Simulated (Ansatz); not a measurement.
The cluster GeS₃⁻, relaxed as a doublet with UKS PBE0-D4/def2-SVPD in Ansatz, starting from the GFN2-xTB geometry. Force threshold 0.02 eV/Å.

The relaxation made no stability test and no search for a lower SCF solution. Another isomer (doublet) lies 0.70 eV lower at PBE0-D4/def2-TZVPD; other spin states weren't run for this one.

Start:

```
atom   x (Å)   y (Å)   z (Å)
 Ge1  -1.177  -0.844  -0.571
  S2   1.249  -0.801  -0.215
  S3  -2.151   0.878   0.117
  S4   2.079   0.767   0.668
```

```
        step  energy (eV)  largest force component (eV/Å)  SCF passes
           1  -88992.3557                           0.365          25
           2  -88992.3721                           0.234          29
           3  -88992.3856                           0.207          29
           4  -88992.3897                           0.240          26
5 (rejected)  -88992.3892                           0.191          31
           6  -88992.3913                           0.111          30
           7  -88992.3922                           0.007          27
```

Force components are those of the run's own axes.

End:

```xyz
4

Ge   -1.2140   -0.8925   -0.6009
S     1.2667   -0.8390   -0.2286
S    -1.9522    0.9090    0.1615
S     1.8996    0.8224    0.6681
```

By distances, no bond broke or formed. The bond that changes most is Ge1–S2, from 2.45 to 2.51 Å (atoms count from 1).

No frequencies were taken in this run, so the end may be a saddle point.

Hardware: 4 threads of Arm Neoverse V1 on a shared host. Wall time 17 s.
